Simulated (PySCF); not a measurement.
**Polarisability and C₆ of Pd(2+) (palladium, charge +2)**

[Kr] 4d8, high-spin 3F determinant. Computed with PySCF 2.14 in aug-cc-pwCVTZ-PP with ECP28MDF, with a scalar-relativistic core potential. Coupled (time-dependent) response in atomic units; α is the mean over directions.

| method | mean α (bohr³) | C₆ (like pair) | S(−4) |
| --- | --- | --- | --- |
| PBE0 | 6.642 | 34.81 | 10.69 |

S(−4) is the Cauchy moment in α(ω) = α(0) + S(−4) ω² + …

Spin-orbit coupling is absent.

α(iu) at PBE0:

```csv
u (hartree),α(iu) (bohr³)
0,6.642
0.0500,6.615
0.100,6.538
0.200,6.259
0.300,5.876
0.500,5.042
0.750,4.129
1.00,3.407
1.50,2.396
2.00,1.753
3.00,1.032
5.00,0.4635
```

A single London oscillator, α(iu) = α/(1 + u²/ω²), gives C₆ = (3/4) ω α². Matching the computed C₆ needs ω = 4 × 34.81 / (3 × 6.642²) = 1.05 hartree.

For an ion, C₆ is the dispersion term alone; charge-induced terms of lower order in 1/R come first.

Energies and moments cover only the electrons outside the core potential.
